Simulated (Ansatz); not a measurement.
Ideal-gas functions of BClH3PSSe, SMILES `SP([SeH])BCl` at 800 K and 1 bar, from an Ansatz frequency run at PBE0-D4/def2-TZVP.

Molar mass 191.29 g/mol, point group C1 (symmetry number 1), electronic degeneracy 1, moments of inertia 347.449, 417.85, 719.67 u Å². Harmonic wavenumbers (cm⁻¹, unscaled): 69, 88, 153, 186, 211, 270, 288, 369, 513, 653, 742, 753, 862, 878, 1064, 2433, 2666, 2699.

Use S(trans) = R[1.5 ln M + 2.5 ln T − 1.1517]; rotational temperatures θ = 24.2544 K / I; S(rot) = R[ln(√π/σ · √(T³/θAθBθC)) + 1.5]; for each mode x = 1.438777 ν̃/T, S = R[x/(eˣ − 1) − ln(1 − e⁻ˣ)] and H = RT x/(eˣ − 1); 1 cm⁻¹ = 0.0119627 kJ/mol; R = 8.31446 J/(mol·K).

Question: By hand: the entropy, in J/(mol·K).

Answer: Translation 194.9. Rotation: θ = 0.0698, 0.058, 0.0337 K, giving 137.6. Vibration, mode by mode: 25.67, 23.65, 19.07, 17.46, 16.42, 14.40, 13.88, 11.87, 9.27, 7.44, 6.51, 6.40, 5.45, 5.33, 4.08, 0.57, 0.40, 0.38, in all 188.3. Electronic 0.0. Sum 520.8 J/(mol·K).

Question: By hand: H − E and G − E in kJ/mol, counted from the electronic energy.

Answer: Zero-point energy ½ × 14897 × 0.0119627 = 89.1; thermal vibration 66.6; translation, rotation and pV give 4 RT = 26.6. H − E = 182.3 kJ/mol, and G − E = 182.3 − 800 × 520.8/1000 = -234.3 kJ/mol.

Vibration gives 36 % of the entropy, 49.3 J/(mol·K) of it from the modes under 150 cm⁻¹: soft modes count most, and the harmonic formula is weakest for them. The sum counts one conformer and one mirror image; others add a mixing term.
